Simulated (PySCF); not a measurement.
A calculated (BP86, PySCF 2.14, cc-pVDZ-DK, the spin-free X2C one-electron Hamiltonian (Gaussian nucleus)) atom or ion has these occupied shells.

```csv
shell,electrons,orbital energy (eV),"rms radius, mean of both spins (bohr)"
1s α,1,-12495.0,0.0508
1s β,1,-12494.9,0.0508
2s α,1,-1607.3,0.212
2s β,1,-1607.2,0.212
2p α,3,-1414.2,0.189
2p β,3,-1414.1,0.189
3s α,1,-213.41,0.615
3s β,1,-213.28,0.615
3p α,3,-152.99,0.638
3p β,3,-152.85,0.638
3d α,5,-53.176,0.705
3d β,5,-52.971,0.705
4s α,1,-17.853,1.92
4s β,1,-16.248,1.92
4p α,3,-7.007,2.45
4p β,1,-5.566,2.45
```

Name the element and its charge.

Se (selenium, neutral), in [Ar] 3d10 4s2 4p4, high-spin 3P determinant.
